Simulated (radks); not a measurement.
Charge is removed step by step from the 5s1/2 level of neutral rhodium, starting from [Kr] 4d8 5s1. Method: Dirac Kohn-Sham, LDA (Slater exchange, Perdew-Wang correlation), spin-unpolarised, spherical densities, finite nucleus; open shells are shared between the two j in proportion to 2j + 1; Fermi nuclear charge, rms radius 4.4945 fm; computed with a radial shooting solver on a logarithmic mesh with Libxc functionals.

| removed (e) | E - E(0) (eV) | eigenvalue (eV) | E minus straight line (eV) |
|---|---|---|---|
| 0 | 0.000 | -4.586 | 0.000 |
| 0.1 | 0.489 | -5.200 | -0.289 |
| 0.2 | 1.040 | -5.824 | -0.517 |
| 0.3 | 1.654 | -6.458 | -0.681 |
| 0.4 | 2.332 | -7.102 | -0.782 |
| 0.5 | 3.075 | -7.753 | -0.817 |
| 0.6 | 3.883 | -8.412 | -0.788 |
| 0.7 | 4.758 | -9.078 | -0.692 |
| 0.8 | 5.699 | -9.750 | -0.529 |
| 0.9 | 6.708 | -10.428 | -0.298 |
| 1 | 7.785 | -11.108 | 0.000 |

Removing the whole electron costs 7.785 eV by Delta-SCF, against 4.586 eV from minus the eigenvalue at the starting occupation. Slater's transition state (half an electron removed) gives 7.753 eV. Integrating minus the eigenvalue over the occupation (Janak's theorem) gives 7.785 eV. The mean slope of the eigenvalue, de/dn, is 6.52 eV per electron. Ionisation energy of Rh in the NIST Atomic Spectra Database: 7.459 eV (measured).

Beside tabulated values, note that spin-unpolarised runs miss the spin-polarisation part of the exchange energy of open shells.
